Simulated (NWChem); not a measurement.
System meant: CH6CuNS; SMILES [S]([Cu]<-[NH3])C

NWChem input:

```
start job
memory heap 200 mb stack 900 mb global 1100 mb
geometry units angstroms noautoz
  Cu     0.124320    -0.600098     0.002119
  S      0.634665     1.476013     0.000835
  C     -0.995882     2.300012    -0.000061
  H     -1.589849     2.061398    -0.895911
  H     -0.823771     3.387528     0.003811
  H     -1.593923     2.055697     0.891499
  N     -0.249124    -2.528259     0.002105
  H     -0.318764    -2.910808     0.946481
  H      0.485610    -3.053645    -0.474794
  H     -1.124949    -2.753117    -0.472611
end
basis spherical
  Cu library def2-svp
  S library def2-svp
  C library def2-svp
  H library def2-svp
  N library def2-svp
end
dft
  xc b3lyp
  iterations 4
  mulliken
end
task dft energy
```

End of the output:

```
    Atom       Charge   Shell Charges
 -----------   ------   -------------------------------------------------------
    1 Cu  29    29.08   2.00  2.00  1.96  0.61  0.22  5.99  5.90  0.60  7.59  2.20  0.00
    2 S   16    16.06   2.00  1.95  0.97  0.69  5.81  1.90  2.67  0.07
    3 C    6     6.21   1.96  0.61  0.34  1.88  1.35  0.07
    4 H    1     0.99   0.65  0.27  0.07
    5 H    1     0.98   0.64  0.27  0.07
    6 H    1     0.99   0.65  0.27  0.07
    7 N    7     6.94   1.97  0.69  0.41  2.19  1.65  0.04
    8 H    1     0.91   0.60  0.20  0.12
    9 H    1     0.91   0.60  0.20  0.12
   10 H    1     0.91   0.60  0.20  0.12

 center of mass
 --------------
 x =   0.08241678 y =  -0.02667602 z =   0.00014713

 moments of inertia (a.u.)
 ------------------
        1049.725963187291           0.000000000000           0.000000000000
           0.000000000000         130.450526185093          -0.000000000000
           0.000000000000          -0.000000000000        1158.999286006378

     Multipole analysis of the density
     ---------------------------------

     L   x y z        total         alpha         beta         nuclear
     -   - - -        -----         -----         ----         -------
     0   0 0 0     -0.000000    -32.000000    -32.000000     64.000000

     1   1 0 0     -0.837699     -0.418850     -0.418850     -0.000000
     1   0 1 0     -3.069169     -1.534584     -1.534584      0.000000
     1   0 0 1     -0.002762     -0.001381     -0.001381      0.000000

     2   2 0 0    -29.899944    -51.736368    -51.736368     73.572793
     2   1 1 0     -0.716606      5.292689      5.292689    -11.301983
     2   1 0 1     -0.001725     -0.002381     -0.002381      0.003037
     2   0 2 0    -19.648020   -308.190701   -308.190701    596.733381
     2   0 1 1      0.016011     -0.008900     -0.008900      0.033810
     2   0 0 2    -30.303434    -20.404900    -20.404900     10.506366

 ------------------------------------------------------------------------
 dft energy failed                                                                                  0
 ------------------------------------------------------------------------
 ------------------------------------------------------------------------
  current input line :
    27: task dft energy
 ------------------------------------------------------------------------
 ------------------------------------------------------------------------
 This type of error is most commonly associated with calculations not reaching convergence criteria
 ------------------------------------------------------------------------
 For more information see the NWChem manual at https://nwchemgit.github.io

0:dft energy failed:Received an Error in Communication
```

Find the fault in this run and fix the input.

The run did not converge; its last values are not results. Cause: the SCF was allowed too few iterations. This input runs:
```
start job
memory heap 200 mb stack 900 mb global 1100 mb
geometry units angstroms noautoz
  Cu     0.124320    -0.600098     0.002119
  S      0.634665     1.476013     0.000835
  C     -0.995882     2.300012    -0.000061
  H     -1.589849     2.061398    -0.895911
  H     -0.823771     3.387528     0.003811
  H     -1.593923     2.055697     0.891499
  N     -0.249124    -2.528259     0.002105
  H     -0.318764    -2.910808     0.946481
  H      0.485610    -3.053645    -0.474794
  H     -1.124949    -2.753117    -0.472611
end
basis spherical
  * library def2-svp
end
dft
  xc b3lyp
  iterations 150
  mulliken
end
task dft energy
```
It converges to -2134.86842 Ha (B3LYP/def2-SVP).
